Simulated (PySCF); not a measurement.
Species: C6H10Si.
Geometry (GFN2-xTB, Å), atoms numbered from 1 in this order:
```
atom  x, y, z in Å
C1    -3.8145   -0.1389   -0.0529
C2    -2.4157    0.1853    0.1099
C3    -1.2492    0.4567    0.2475
Si4    0.5372    0.8575    0.4525
C5     1.6554   -0.5535    1.1046
C6     2.5084   -0.5123   -0.1803
C7     1.6700    0.4579   -1.0381
H8    -4.4318    0.6480    0.3799
H9    -4.0388   -1.0807    0.4475
H10   -4.0540   -0.2348   -1.1118
H11    0.6979    2.1754    1.0769
H12    2.2262   -0.3674    2.0119
H13    1.1484   -1.5080    1.2325
H14    2.6337   -1.4914   -0.6421
H15    3.5001   -0.1069    0.0183
H16    2.2498    1.2731   -1.4651
H17    1.1698   -0.0481   -1.8616
```

The closed-shell ground state was solved at several levels (PySCF, density fitting, gas phase, non-relativistic).

```tsv
level	basis functions	HOMO (eV)	LUMO (eV)	gap (eV)	dipole (D)
CAM-B3LYP/def2-SVPD	224	-8.64	0.94	9.58	1.29
PBE0/def2-SVPD	224	-7.31	-0.07	7.24	1.30
```

(1) What might PBE0/pcSseg-1 (176 basis functions) give for the same quantities?

(2) Over all these levels, which gives the widest orbital gap and which the narrowest?

(3) How far do the dipole and the HOMO energy spread over the levels?

Answers

(1) HOMO -7.34 eV, LUMO -0.03 eV, gap 7.31 eV, dipole 1.37 D.

(2) CAM-B3LYP/def2-SVPD (range-separated hybrid) has the widest, 9.58 eV, and PBE0/def2-SVPD (global hybrid, 25 % exact exchange) the narrowest, 7.24 eV. The two share the basis. From the narrowest to the widest the HOMO moves by -1.33 eV and the LUMO by +1.01 eV.

(3) The dipole runs from 1.29 to 1.37 D (mean 1.32 D) and the HOMO from -8.64 to -7.31 eV.

One conformer stands for the species.
